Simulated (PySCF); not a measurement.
**Molecular orbitals of FeSe**

r²SCANh at R = 2.153 Å; PySCF, no relativity, basis sets Fe def2-TZVPP, Se def2-TZVPP. State: ⁵Δ (quintet), unpaired electrons σ ↑, π ↑↑, δ ↑. Only the outer orbitals are listed, counted within each symmetry.

```
spin  orbital  occ.  ε (eV)  on Fe (%)            main shells (%)
   α      13σ     1   -9.76         86            86 Fe d, 9 Se p
   α       6π     1   -9.58         95                    95 Fe d
   α       6π     1   -9.58         95                    95 Fe d
   α       2δ     1   -9.12        100                   100 Fe d
   α       2δ     1   -7.85        100                   100 Fe d
   α      14σ     1   -6.91         51           47 Se p, 45 Fe s
   α       7π     1   -5.68         13            87 Se p, 8 Fe p
   α       7π     1   -5.68         13            87 Se p, 8 Fe p
   α      15σ     0   -3.56         74  37 Fe s, 34 Fe p, 26 Se p
   α       8π     0   -0.30         92                    86 Fe p
   α       8π     0   -0.30         92                    86 Fe p
   β      13σ     1   -7.45         26  70 Se p, 14 Fe d, 10 Fe s
   β       6π     1   -5.99         30           69 Se p, 26 Fe d
   β       6π     1   -5.99         30           69 Se p, 26 Fe d
   β       2δ     1   -5.84        100                   100 Fe d
   β      14σ     0   -3.22         98           51 Fe d, 45 Fe s
   β       7π     0   -2.68         76           72 Fe d, 24 Se p
   β       7π     0   -2.68         76           72 Fe d, 24 Se p
```

Problem. Which are the highest filled and the lowest empty level, where do they sit, and how wide is the gap?

Solution. Highest filled α 7π at -5.68 eV (in %: 87 Se p, 8 Fe p); lowest empty α 15σ at -3.56 eV (in %: 37 Fe s, 34 Fe p, 26 Se p); the gap at r²SCANh is 2.12 eV.

```json
{"bond order (Mayer)": "2.17", "⟨S²⟩": "6.074", "charge on Fe (Mulliken, basis-dependent)": "0.46", "charge on Fe (Löwdin, basis-dependent)": "-0.02", "dipole moment (positive dipole means Fe(−)Se(+))": "-5.61 D"}
```

Spin–orbit coupling is left out. With d or f electrons several states lie close, and the lowest PBE0 determinant need not be the measured ground state.
